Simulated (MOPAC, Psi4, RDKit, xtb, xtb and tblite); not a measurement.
Two geometries of SMILES C=C[SiH2][SiH2][GeH3], relaxed at GFN2-xTB with one dihedral held; other torsions can differ between them too.

Structure A

```
15

C     -2.3909    -0.1000    -0.9613
C     -1.7162    -0.0094     0.1736
Si    -0.5929    -1.3491     0.8698
Si     1.6303    -0.6858     0.7014
Ge     2.8348    -1.1032     2.6645
H     -3.0116     0.6986    -1.3395
H     -2.3551    -0.9904    -1.5683
H     -1.7921     0.9116     0.7408
H     -0.8674    -2.5980     0.1464
H     -0.9920    -1.5671     2.2705
H      1.7718     0.7468     0.4017
H      2.3353    -1.3643    -0.3952
H      2.7034    -2.5020     3.1979
H      2.4380    -0.2706     3.8507
H      4.3240    -0.9118     2.6162
```

Structure B

```
15

C      1.4284     1.0244    -0.3596
C      1.8224     0.0365     0.4270
Si     0.7653    -1.4540     0.8979
Si    -1.4540    -1.0988     0.3233
Ge    -1.7532    -0.7401    -1.9723
H      2.0652     1.8578    -0.6168
H      0.4375     1.0490    -0.7945
H      2.8295     0.0741     0.8265
H      1.3510    -2.6265     0.2263
H      0.9583    -1.6738     2.3393
H     -2.2964    -2.2409     0.7041
H     -2.0403     0.0507     1.0272
H     -1.9720     0.6893    -2.3881
H     -0.5783    -1.1398    -2.8230
H     -2.8984    -1.4499    -2.6381
```

Question: Which is lower in energy at the level Psi4 with wB97X-D/def2-TZVP // GFN2-xTB, and by how much?

Answer: B is lower, by 0.35 kcal/mol (dihedral C2–Si3–Si4–Ge5: 135° in A, 60° in B).

E(B) − E(A) in kcal/mol at the other levels, on the same two geometries: GFN2-xTB (xtb and tblite) -1.02; B3LYP/def2-TZVP // GFN2-xTB (Psi4) 0.96; B3LYP-D3(BJ)/def2-TZVP // GFN2-xTB (Psi4) -0.37; PBE/def2-TZVP // GFN2-xTB (Psi4) 0.52; PBE-D3(BJ)/def2-TZVP // GFN2-xTB (Psi4) -0.22; UFF // GFN2-xTB (RDKit) -0.33; PM3, restricted, heats of formation // GFN2-xTB (MOPAC) 1.18; AM1, restricted, heats of formation // GFN2-xTB (MOPAC) 1.43; GFN1-xTB // GFN2-xTB (xtb) -1.88.
